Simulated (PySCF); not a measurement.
# Radial density of Sc²⁺ (scandium, charge +2)

B3LYP, [Ar] 3d1, 2D determinant. Computed with PySCF 2.14 in def2-SVP, with the non-relativistic Hamiltonian (point nucleus).

```tsv
r (bohr)	4πr²ρ (e/bohr)	4πr²(ρα − ρβ)
0.00136	0.1339	0.0000
0.00229	0.3697	0.0000
0.00386	0.9863	0.0000
0.00649	2.485	0.0000
0.0109	5.858	0.0000
0.0184	12.12	0.0000
0.0309	20.47	0.0000
0.0520	24.74	0.0001
0.0874	20.09	0.0004
0.147	19.81	0.0035
0.247	26.29	0.0304
0.416	13.63	0.1502
0.700	7.305	0.4475
1.18	7.705	0.6107
1.98	1.559	0.3303
3.33	0.07272	0.0504
5.60	0.001077	0.0011
```
